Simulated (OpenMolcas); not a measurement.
# 3d along the 19-electron sequence

- Program: OpenMolcas 26.06
- Method: SS-RASPT2, IPEA 0.25 Eh, imaginary shift 0.1 Eh
- Basis: ANO-RCC-VTZP
- Scalar Hamiltonian: DKH2, point nucleus
- Spin-orbit coupling: RASSI with atomic mean-field integrals over the reference wave functions, term energies averaged over their components

Active space for each ion: 7 electrons in 8 orbitals (RAS1 3p, at most 2 holes; RAS2 3d); closed shells correlated by CASPT2: 3s.

Computed levels in cm-1 above 2D 3/2:

```tsv
Level	V4+	Cr5+	Mn6+	Fe7+
2D 5/2	665	979	1387	1869
weight of 2D in the lowest level (%)	100	100	100	100
```

Measured, with the error of the calculation in %. Measured levels: V4+ from Sugar and Corliss, J. Phys. Chem. Ref. Data 7, 1191 (1978); Cr5+ from Sugar and Corliss, J. Phys. Chem. Ref. Data 6, 317 (1977); Mn6+ from Corliss and Sugar, J. Phys. Chem. Ref. Data 6, 1253 (1977); Fe7+ from Corliss and Sugar, J. Phys. Chem. Ref. Data 11, 135 (1982).

```
 Level         V4+        Cr5+         Mn6+         Fe7+
2D 5/2  625 (+6.4)  940 (+4.2)  1350 (+2.8)  1836 (+1.8)
```

The fine-structure level 2D 5/2 changes by a factor of 2.81 from V4+ to Fe7+. Its fourth root runs 5.08, 5.59, 6.10, 6.58, with steps per unit of Z of 0.52, 0.51, 0.47; equal steps would mean a (Z - σ)^4 law with constant σ.

CASPT2 breaks the degeneracy within a term, and the mean is taken; among the terms shown or strongly mixed into the levels shown the widest spread is 10 cm-1 (3d 2D, Fe7+). Active for correlation alone: 3p; no level in the range computed is led by a configuration that opens it, so any true level of that kind is missing. Computed and measured levels are paired by configuration, term and J; levels that our copy of the source lacks, or whose pairing is in doubt (as where it misses far off the trend of its configuration), stay unpaired and out of the deviations. Levels of configurations outside the active space are missing.
